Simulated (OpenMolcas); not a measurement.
# Ionisation energies of zirconium

```yaml
Program: OpenMolcas
Basis: ANO-RCC [10s9p8d5f4g2h]
Scalar_Hamiltonian: DKH2, point nucleus
Spin-orbit_coupling: state interaction with AMFI integrals over the reference wave functions, term energies averaged over their components
```

Active shells in each charge state: the valence d, s shells, with orbitals averaged over the low states. Where CASPT2's correlated closed shells are named, they are those of the first ion.

A. CASSCF
B. SS-CASPT2, IPEA 0.25 Eh, imaginary shift 0.1 Eh (closed shells correlated: 4s 4p)
C. MS-CASPT2, IPEA 0.25 Eh, imaginary shift 0.1 Eh (closed shells correlated: 4s 4p)
D. SS-CASPT2, IPEA 0.25 Eh, imaginary shift 0.1 Eh (closed shells correlated: 3d 4s 4p)
E. MS-CASPT2, IPEA 0 Eh, imaginary shift 0.1 Eh (closed shells correlated: 4s 4p)

Energies in eV between the lowest computed levels, named as in B; reference values from the NIST Atomic Spectra Database with their kind.

| From | To | A | B | C | D | E | Spin-orbit share in B | Reference |
| --- | --- | --- | --- | --- | --- | --- | --- | --- |
| Zr 4d2 5s2 3F2 | Zr+ 4d2 5s 4F 3/2 | 5.261 | 6.454 | 6.455 | 6.461 | 6.653 | -0.015 | 6.634 (measured) |
| Zr+ 4d2 5s 4F 3/2 | Zr2+ 4d2 3F2 | 12.160 | 13.007 | 13.007 | 13.027 | 13.098 | -0.020 | 13.130 (measured) |

Other lowest levels: A, Zr 4d3 5s 5F1 to 4d2 5s 4F 3/2.

Error against the reference values, in %:

| From | Reference | A | B | C | D | E |
| --- | --- | --- | --- | --- | --- | --- |
| Zr | measured | -20.7 | -2.7 | -2.7 | -2.6 | +0.3 |
| Zr+ | measured | -7.4 | -0.9 | -0.9 | -0.8 | -0.2 |

Mean absolute error over the 2 measured values: A 1.17 eV, B 0.15 eV, C 0.15 eV, D 0.14 eV, E 0.03 eV. E lies closest.

The lowest level within the active space need not be the ion's true ground level.
